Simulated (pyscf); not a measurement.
H₃Si–I, singlet

Gas-phase minimum from PySCF at ωB97X-D3(BJ)/def2-SVP, one conformer. 

```
Si
H 1 1.4857
H 1 1.4857 2 110.42
H 1 1.4857 2 110.42 3 -122.41
I 1 2.4302 2 108.49 4 -118.80
```

Properties at ωB97X-D3(BJ)/def2-SVP:

Harmonic wavenumbers, unscaled: 388, 607, 607, 929, 955, 955, 2277, 2289, 2290 cm⁻¹
Zero-point energy: 16.2 kcal/mol
Rotational symmetry number: 3
Entropy of this conformer at 298 K and 1 atm, rigid rotor and harmonic oscillator, modes under 100 cm⁻¹ raised to 100: 270.1 J/(mol K)
Dipole moment: 1.33 D

Single-point totals, which compare only within one level (frozen core for MP2 and CC):

| level | total energy (hartree) |
|---|---|
| ωB97X-D3(BJ)/def2-TZVP | -589.16389 |
| PBE/def2-TZVP | -588.86907 |
| r²SCAN/def2-TZVP | -589.12730 |
| B3LYP-D3(BJ)/def2-TZVP | -589.16862 |
| PBE0-D3(BJ)/def2-TZVP | -588.93187 |
| M06-2X/def2-TZVP | -588.93648 |
| ωB97M-D3(BJ)/def2-TZVP | -589.15917 |
| HF/def2-TZVPP | -587.38556 |
| MP2/def2-TZVPP | -588.01274 |
| CCSD/def2-TZVPP | -588.00649 |
| CCSD(T)/def2-TZVPP | -588.02105 |

The CCSD(T) − MP2 part came from Ansatz, without density fitting, on the same reference. The frozen core leaves the outer d or s,p core shells of the metals and heavy elements correlated in the MP2 and CC values, and def2-TZVPP describes them poorly, so these totals are far from the basis limit. Elements past Kr carry the def2 core potentials, without spin-orbit coupling.
